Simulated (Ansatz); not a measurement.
Mulliken charges of CH5BO2, SMILES `COBO` from PBE/def2-TZVPP in Ansatz (PBE0-D4/def2-TZVP geometry).

```tsv
atom	x (Å)	y (Å)	z (Å)	charge (e)
C1	0.282	0.802	-1.057	-0.101
O2	-0.114	0.455	0.251	-0.244
B3	-0.135	-0.834	0.672	0.161
O4	-0.525	-1.119	1.938	-0.251
H5	0.568	-0.080	-1.638	0.078
H6	1.131	1.486	-1.006	0.103
H7	-0.545	1.308	-1.562	0.103
H8	0.184	-1.738	-0.048	-0.041
H9	-0.759	-0.326	2.432	0.193
```

Q: By hand: the dipole of these point charges (1 e Å = 4.8032 D).

A: Σ q r = (0.060, 0.244, -0.254) e Å, of length 0.357 e Å = 1.71 D.

Q: How does the dipole of the full density compare? (An estimate is asked.)

A: Computed: (0.029, 0.319, -0.180) e Å, 1.76 D; the point charges give 0.97 times that, at 17° from its direction.

Point charges leave out the atoms' own dipoles, such as those of lone pairs, and Mulliken's split depends on the basis, so the close match here is no proof of good charges.
